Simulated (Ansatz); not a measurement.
A nudged elastic band was laid between two geometries of CH$_{2}$BClO (6 atoms, charge 0, multiplicity 1).

Level of theory: Ansatz, RKS B3LYP/def2-SVP.

```
movable images  : 5
climbing image  : yes
spring          : 5.0 eV/Å²
optimiser       : quadratic models (default)
start path      : IDPP
force threshold : 0.05 eV/Å
iteration limit : 60
end points      : relaxed
```

Initial state:

```xyz
6
Properties=species:S:1:pos:R:3
O -0.747 1.361 -0.035
C 0.168 0.386 0.292
B 0.362 -0.946 -0.101
Cl 0.691 -2.566 -0.503
H -1.376 1.011 -0.677
H 0.902 0.755 1.024
```

Final state:

```xyz
6
Properties=species:S:1:pos:R:3
O -1.177 0.851 0.090
C 0.086 0.287 0.176
B 0.413 -1.051 -0.092
Cl 0.893 -2.667 -0.286
H -1.115 1.652 -0.447
H 0.899 0.929 0.558
```

(1) Which bonds break or form, and what moves?

(2) Give the energies along the band, and the barrier.

(3) What is the geometry of the highest image?

(4) What are the harmonic wavenumbers there?

The band took 6 iterations and roughly 70 core-seconds.

## Answers

(1) No bond is made or broken. The dihedral H5–O1–C2–B3 goes from 0 to -129°.

(2) The forces met the threshold. The highest image is number 3 of 0 to 6, 4.7 kJ/mol above the first end and 3.4 kJ/mol above the last; the last end lies 1.3 kJ/mol above the first. A vibrational analysis at the climbing image gives one clearly imaginary mode, 250i cm⁻¹: a first-order saddle point.

| image | path coordinate (Å) | energy (kJ/mol) | dihedral H5–O1–C2–B3 (°) |
| --- | --- | --- | --- |
| 0 | 0.00 | 0.0 | 0 |
| 1 | 0.20 | 1.1 | -22 |
| 2 | 0.40 | 3.4 | -44 |
| 3 | 0.59 | 4.7 | -65 |
| 4 | 0.85 | 3.7 | -90 |
| 5 | 1.10 | 1.9 | -111 |
| 6 | 1.35 | 1.3 | -129 |

(3) 
```xyz
6
Properties=species:S:1:pos:R:3
O -0.993 1.144 0.173
C 0.158 0.372 0.258
B 0.348 -0.991 -0.009
Cl 0.712 -2.620 -0.314
H -1.269 1.190 -0.751
H 1.045 0.905 0.644
```

(4) 250i, 133, 256, 484, 652, 658, 1095, 1201, 1284, 1690, 3062, 3814 cm⁻¹.

The run took 71 s on 1 thread of Arm Neoverse V1, on a shared host, peak memory 0.13 GiB.
